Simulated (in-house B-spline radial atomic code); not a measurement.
Atomic self-consistent-field run: Ag⁴⁺. Method: scalar-relativistic (X2C) LDA PW92, spin-polarised, spherical fractional occupations, Fermi nucleus of rms radius 4.5454 fm. Calculated with a B-spline radial code for spherical atoms.

Command:
```bash
python run_scf.py task.json out
```
Settings (nuclear radius in fm, mass in u):
```
Z                47
configuration    [Kr] 4d7
hamiltonian      x2c
method           lda,pw
spin_polarised   True
nucleus          fermi
rms_radius       4.5454
atomic_mass      106.90509
speed_of_light   137.035999084
```

Output (hartree, bohr):
```
 radial grid: 68 intervals, B-splines of order 8, outer radius 22.1277 bohr

 iter        energy (Eh)    residual
    1       -5292.713279    6.78e-01
    2       -5299.407898    4.99e-01
    3       -5305.381442    1.05e-01
    4       -5305.646188    2.49e-02
    5       -5305.656461    1.26e-02
    6       -5305.659315    3.62e-03
    7       -5305.659690    6.31e-04
    8       -5305.659700    1.46e-05
    9       -5305.659700    5.01e-07
   10       -5305.659700    3.19e-08

 total energy                     -5305.65970
 kinetic                            5551.2929
 electron-nucleus                 -12783.9580
 Hartree                            2070.2158
 exchange-correlation               -143.2104

 orbital      occ     eigenvalue          <r>       <r^2>       <1/r>       r_max
 1s up      1.000      -930.1780    0.0305947  0.00127581     51.3742     0.01953
 1s down    1.000      -930.1775    0.0305946   0.0012758     51.3742     0.01953
 2s up      1.000      -138.8481     0.134612   0.0214237     11.5948       0.114
 2s down    1.000      -138.8239     0.134606   0.0214218     11.5956       0.114
 2p up      3.000      -124.9122     0.117487   0.0168713      10.886     0.09089
 2p down    3.000      -124.8930     0.117478   0.0168689     10.8868     0.09088
 3s up      1.000       -27.1829     0.369015    0.155936     4.01815      0.3332
 3s down    1.000       -27.1661     0.368927     0.15584     4.01854      0.3332
 3p up      3.000       -22.5980     0.367829    0.157264     3.77063      0.3261
 3p down    3.000       -22.5798     0.367707     0.15713     3.77116      0.3261
 3d up      5.000       -15.3181     0.345952    0.142662     3.53099      0.2733
 3d down    5.000       -15.2940     0.345808    0.142493     3.53151      0.2734
 4s up      1.000        -5.5904     0.900677    0.917789     1.55125      0.8193
 4s down    1.000        -5.5009     0.899908    0.916661     1.55384       0.818
 4p up      3.000        -4.2327     0.976287     1.08762     1.39496      0.8699
 4p down    3.000        -4.1419     0.976354     1.08865     1.39608      0.8685
 4d up      5.000        -2.2470      1.19647     1.67426     1.10548      0.9963
 4d down    2.000        -2.1600       1.2049     1.70249     1.10006      0.9963
```

Time taken, with all properties: 0.26 s on 1 thread of Arm Neoverse V1, on a shared host.

One-electron X2C: radii and densities carry no picture-change correction, so inner-shell <1/r> comes out high (for 1s by about 2 % at Z = 33, 5 % at 54, 10 % at 75, 30 % at 118) and <r> low.
